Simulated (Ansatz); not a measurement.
System: YBr₂ (charge 0, doublet). The spin state was set by rule; other spins were not relaxed. 
Structure (B3LYP-D3(BJ)/def2-TZVP (Ansatz, a first-principles code) minimum search):
```
Y
Br 1 2.5977
Br 1 2.5977 2 129.09
```
Charge 0, spin multiplicity 2.

Basis-set convergence of Hartree-Fock and CCSD correlation energies (hartree) with Ansatz. Valence correlation only, unless marked. Open shells are spin-unrestricted. No spin-orbit coupling. The frozen core is the preceding noble-gas configuration, with the filled d and f shells of earlier blocks. In def2 rows, elements after Kr have scalar-relativistic effective core potentials.

| basis | functions | E(HF) | E(corr, CCSD) |
|---|---|---|---|
| def2-SVPD | 116 | -5182.26487 | -0.30642 |
| def2-TZVPPD | 170 | ___ | ___ |

Task: Complete the blanks.

Result: 
- def2-TZVPPD, E(HF): -5182.89894
- def2-TZVPPD, E(corr, CCSD): -0.38993
